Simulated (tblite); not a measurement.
Compound: C₄H₈FOS (doublet state).
SMILES with atom numbers: `[CH3:1][CH:2][S@@:3](=[O:4])[C@H:5]([CH3:6])[F:7]` (hydrogens: H8, H9, H10 on C1; H11 on C2; H12 on C5; H13, H14, H15 on C6)

Structure optimised with GFN2-xTB, isolated species. This method treats the open shell by occupation alone, without spin polarisation.

List the bond lengths, angles and torsions at this level.

```json
{"bond": "C1–C2", "length (pm)": "146.9", "order": "single"}
{"bond": "C2–S3", "length (pm)": "173.7", "order": "single"}
{"bond": "S3=O4", "length (pm)": "146.4", "order": "double"}
{"bond": "S3–C5", "length (pm)": "193.4", "order": "single"}
{"bond": "C5–C6", "length (pm)": "150.5", "order": "single"}
{"bond": "C5–F7", "length (pm)": "136.6", "order": "single"}
{"bond": "C1–H8, C1–H9, C1–H10", "length (pm)": "109.2", "order": "single"}
{"bond": "C2–H11", "length (pm)": "107.6", "order": "single"}
{"bond": "C5–H12", "length (pm)": "109.3", "order": "single"}
{"bond": "C6–H13, C6–H14, C6–H15", "length (pm)": "108.8", "order": "single"}
```

Bonds in one row agree within 1 pm and their mean is given. Orders are formal, as drawn. A selection of angles:
```json
{"angle": "C2–C1–H8", "degrees": "108.9"}
{"angle": "C2–C1–H9", "degrees": "112.2"}
{"angle": "H8–C1–H9", "degrees": "108.8"}
{"angle": "H9–C1–H10", "degrees": "106.7"}
{"angle": "C1–C2–S3", "degrees": "120.6"}
{"angle": "C1–C2–H11", "degrees": "121.6"}
{"angle": "S3–C2–H11", "degrees": "115.3"}
{"angle": "C2–S3–O4", "degrees": "107.6"}
{"angle": "C2–S3–C5", "degrees": "97.5"}
{"angle": "O4–S3–C5", "degrees": "102.9"}
{"angle": "S3–C5–C6", "degrees": "108.4"}
{"angle": "S3–C5–F7", "degrees": "107.0"}
{"angle": "S3–C5–H12", "degrees": "107.2"}
{"angle": "C6–C5–F7", "degrees": "112.0"}
{"angle": "C6–C5–H12", "degrees": "113.9"}
{"angle": "F7–C5–H12", "degrees": "108.1"}
{"angle": "C5–C6–H13", "degrees": "108.5"}
{"angle": "C5–C6–H15", "degrees": "110.9"}
{"angle": "H13–C6–H14", "degrees": "109.3"}
```

Torsions: C1–C2–S3–O4 10° (synperiplanar); C2–S3–C5–C6 -173° (antiperiplanar).

C2 (carbon bonded to C, S and H) is almost planar (angles 121.6°, 120.6° and 115.3°, sum 357.5°, 0.13 Å off the plane of its three neighbours). S3 (sulfur bonded to 2 C and O) is pyramidal (angles 107.6°, 102.9° and 97.5°, sum 308.0°, 0.72 Å off the plane of its three neighbours). The C–S distances run from 1.737 Å (C2–S3, drawn single in one of several resonance forms) to 1.934 Å (S3–C5, drawn single), a spread of 0.197 Å. Of the pairs four or more bonds apart, O4···H8 is among the closest relative to their van der Waals radii: 2.35 Å, 87 % of the sum of Bondi's values. The 2 C–C bonds span 1.469 Å (C1–C2, drawn single) to 1.505 Å (C5–C6, drawn single), a spread of 0.036 Å.

Point group: C1 (no symmetry element, even within 0.4 Å). Its GFN2-xTB frequencies are all real (lowest 42 cm⁻¹). 3 starts were optimised and ended at 0.00, 0.65 and 1.81 kcal/mol (GFN2-xTB); the lowest of these is shown.

One conformer stands for the species.

The numbers are calculated, not measured.
